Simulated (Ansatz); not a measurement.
C7H14 can be A, `C[C@@H]1CC[C@H](C)C1`, or B, `C=C(CC)C(C)C`.

Computed with Ansatz on PBE0-D4/def2-TZVP structures; ΔE is electronic, products minus reactants. CCSD(T)/CBS adds triple-zeta CCSD(T) − MP2 to the extrapolated MP2 energy (def2 sets, frozen cores). DFT in def2-TZVPP. B3LYP here is the variant with VWN-RPA as its local correlation; programs differ in this. One conformer a species, not always the lowest.

A:

Z-matrix (Å, degrees):
```
C
C 1 1.515
H 1 1.095 2 110.6
H 1 1.093 2 111.4 3 -119.7
H 1 1.093 2 111.6 3 119.9
C 2 1.537 1 114.1 3 60.0
C 2 1.524 1 115.0 3 -59.0
H 2 1.098 1 108.5 3 -179.3
C 6 1.541 2 106.2 1 -150.2
H 6 1.094 2 109.3 1 -31.1
H 6 1.092 2 111.7 1 86.5
C 7 1.524 2 103.7 1 165.4
H 7 1.099 2 109.6 1 48.4
H 7 1.094 2 113.3 1 -71.4
H 9 1.095 6 110.4 2 118.5
H 9 1.092 6 112.8 2 -122.6
C 12 1.515 7 115.0 2 -165.4
H 12 1.098 7 107.4 2 73.7
H 17 1.093 12 111.6 7 -61.0
H 17 1.093 12 111.4 7 178.6
H 17 1.095 12 110.6 7 59.0
```

B:

```xyz
21

C    -0.429    1.861    0.168
C     0.076    0.663   -0.108
C     1.445    0.528   -0.718
C     2.503    0.110    0.300
C    -0.658   -0.629    0.165
C    -1.757   -0.513    1.208
C    -1.222   -1.203   -1.135
H    -1.394    1.990    0.643
H     0.119    2.766   -0.075
H     1.420   -0.207   -1.530
H     1.734    1.481   -1.169
H     2.589    0.855    1.094
H     2.260   -0.847    0.766
H     3.481    0.005   -0.176
H     0.085   -1.345    0.542
H    -2.183   -1.497    1.420
H    -2.573    0.125    0.857
H    -1.380   -0.095    2.144
H    -0.452   -1.326   -1.900
H    -1.991   -0.539   -1.538
H    -1.675   -2.182   -0.959
```

(1) Which is lower in electronic energy at CCSD(T)/CBS, and by how much? (Estimate.)

(2) Give E(B) − E(A) in kcal/mol with BLYP-D4, MP2/def2-TZVPP, PBE-D4, HF/def2-TZVPP, B3LYP, CCSD/def2-TZVPP, ωB97M-V. (Estimate.)

Largest T1 diagnostic: 0.009.

Answers

(1) Computed: A, by 15.1 kcal/mol.

(2) Computed: BLYP-D4 9.6, MP2/def2-TZVPP 16.8, PBE-D4 15.5, HF/def2-TZVPP 13.6, B3LYP 12.1, CCSD/def2-TZVPP 15.9, ωB97M-V 16.2. None reverses the order clearly.

From BLYP to BHLYP (50 % exact exchange), in def2-TZVPP and without D4, E(B) − E(A) moves by +5.6 kcal/mol. In def2-TZVPP, CCSD(T) changes the Hartree–Fock value by +1.7 kcal/mol (the triples alone add −0.6 kcal/mol) and MP2 by +3.2 kcal/mol.
